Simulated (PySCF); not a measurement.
# Spinor energies of Sm²⁺ (samarium, charge +2)

Start: [Xe] 4f6; 4f5/2 filled at m_j = -5/2, -3/2, -1/2, +1/2, +3/2, +5/2. Calculated with PySCF 2.14 in x2c-TZVPPall-2c (11s11p10d4f2g, 140 functions): generalised Hartree-Fock with the X2C-1e Hamiltonian and a Gaussian nucleus; one run each with spin-orbit coupling (SO) switched off, then screened by Boettger's factors.

```
spinor shell  electrons  ε, spin-free (eV)  ε, screened SO (eV)  weight of nominal j (screened SO)  rms radius, screened SO (bohr)
       1s1/2          2           -47078.6             -47070.7                              1.000                          0.0259
       2s1/2          2            -7820.4              -7818.0                              1.000                           0.105
       2p1/2          2            -6971.5              -7395.3                              1.000                          0.0900
       2p3/2          4            -6971.5              -6788.2                              1.000                          0.0962
       3s1/2          2            -1771.8              -1771.0                              1.000                           0.271
       3p1/2          2            -1500.8              -1588.5                              1.000                           0.263
       3d3/2          4            -1133.1              -1149.4                              0.995                           0.248
       3d5/2          6            -1133.1              -1121.5                              0.997                           0.251
       4s1/2          2            -383.71              -383.48                              1.000                           0.616
       4p1/2          2            -292.06              -312.89                              0.971                           0.636
       4p3/2          4            -292.06              -282.77                              0.985                           0.663
       4d3/2          4            -160.23              -166.21                              0.705                           0.723
       4d5/2          6            -160.23              -156.05                              0.803                           0.728
       5s1/2          2            -66.170              -66.135                              1.000                            1.53
       5p1/2          2            -41.793              -45.119                              0.906                            1.71
       5p3/2          4            -41.793              -40.303                              0.953                            1.82
       4f5/2          6            -26.591              -26.553                              0.557                            1.05
```

Problem. Where does 3p3/2 lie, and what is the 3p spin-orbit splitting (screened SO)?

Solution. At -1462.3 eV, 126.25 eV above 3p1/2.

```csv
quantity,spin-free,screened SO
E (hartree),-10419.56165,-10425.51757
M_J,0,0
⟨J²⟩,6.016,5.511
⟨L²⟩,12.009,11.918
⟨S²⟩,12.008,11.909
```

The determinant has a definite M_J but mixes levels of different J.

Each row is a mean over spinors that exchange with the open shell spreads, by up to 15.756 eV (4d5/2).

Rows whose weight is well below 1 are mixtures of j = l ± 1/2: exchange outweighs spin-orbit coupling there, and the label is only the starting occupation.

Breit and QED terms are absent; they matter most for the inner s and p1/2 levels.

Densities and radii are taken from the X2C orbitals without a picture-change correction, which distorts them close to the nucleus.

Without spin-orbit coupling the j labels of p, d and f shells carry no meaning; the spin-free column gives the mean over the occupied spinors of each nl shell.
